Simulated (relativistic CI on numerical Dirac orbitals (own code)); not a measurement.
## What each ingredient does to the levels of S10+

Base calculation: Dirac-Coulomb-Breit CI, separate exchange-only KLI orbitals for each configuration, model QED (radiative potential, 1s self-energy scaled to tabulated hydrogen-like ionisation energies), unscaled Slater integrals.

CI space (outside the closed core 1s2): 2s2 2p2, 2s 2p3, 2p4, 2p3 3s, 2s2 2p 3s, 2p3 3p, 2s2 2p 3p, 2p3 3d, 2s2 2p 3d, 2s 2p2 3s, 2s 2p2 3p, 2s 2p2 3d, 2s2 2p 4s, 2s2 2p 4p, 2s2 2p 4d, 2s2 2p 4f. Levels of other configurations are missing.

The lowest level and the first level of each name with at least 55 % of one term (blank where a level has no safe partner in the second run):

| Level | Base (cm⁻¹) | Shift (cm⁻¹) |
| --- | --- | --- |
| 2s2 2p2 3P_0 | 0 | 0 |
| 2s2 2p2 3P_1 | 5168 | +38 |
| 2s2 2p2 3P_2 | 12337 | +53 |
| 2s2 2p2 1D_2 | 70022 | -366 |
| 2s2 2p2 1S_0 | 133558 | -3941 |
| 2s 2p3 5S°_2 | 178287 | -3817 |
| 2s 2p3 3D°_2 | 357556 | -135 |
| 2s 2p3 3D°_3 | 357793 | -114 |
| 2s 2p3 3D°_1 | 357864 | -116 |
| 2s 2p3 3P°_0 | 420361 | -1840 |
| 2s 2p3 3P°_1 | 420396 | -1811 |
| 2s 2p3 3P°_2 | 420796 | -1790 |
| 2s 2p3 1D°_2 | 542131 | +3547 |
| 2s 2p3 3S°_1 | 545993 | +2914 |
| 2s 2p3 1P°_1 | 605203 | +1450 |
| 2p4 3P_2 | 822922 | +742 |
| 2p4 3P_1 | 831652 | +738 |
| 2p4 3P_0 | 834815 | +750 |
| 2p4 1D_2 | 884851 | +3157 |
| 2p4 1S_0 | 1007337 | +1873 |
| 2s2 2p 3s 3P°_0 | 2312549 |  |
| 2s2 2p 3s 3P°_1 | 2315320 |  |

At this charge energies of transitions that change n are usually good to better than 1 %, and those within a shell (Δn = 0) to a few per cent.

Task: One thing was changed in a second run, which moved the levels as shown. Which?
A. Breit term removed
B. QED terms removed
C. one mean potential for all configurations
D. only the first 3 configurations

Result: D. Only the first 3 configurations. With fewer configurations the levels that remain lose their mixing partners.
